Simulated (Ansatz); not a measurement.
Species: CH3Se2, charge 0, doublet. CH3Se2 (SMILES C[Se][Se], doublet).
B3LYP-D3(BJ)/def2-TZVP minimum from Ansatz (an electronic-structure program):
```
C
H 1 1.0861
H 1 1.0861 2 110.76
H 1 1.0892 2 110.73 3 123.24
Se 1 1.9722 2 108.72 3 -119.39
Se 5 2.2540 1 102.79 2 60.33
```
Charge 0, spin multiplicity 2.

Total energies in cc-pVDZ, 19 correlated electrons, 29 frozen orbitals. Open shells are spin-unrestricted; no spin-orbit coupling. Cores are frozen in correlated methods (noble-gas shells, and filled d and f shells in the p block). No relativity.

| method | program | energy (Eh) | minus CCSDT(Q) (mEh) |
|---|---|---|---|
| HF | Ansatz | -4839.24854 | 412.41 |
| MP2 | Ansatz | -4839.60484 | 56.11 |
| CCSD | Ansatz | -4839.64605 | 14.90 |
| CCSD(T) | Ansatz | -4839.65875 | 2.20 |
| CCSDT(Q) | Ansatz | -4839.66095 | 0.00 |

Rough core times of Ansatz's runs on a shared machine: CCSD(T) 20 s, CCSDT(Q) 4 min.
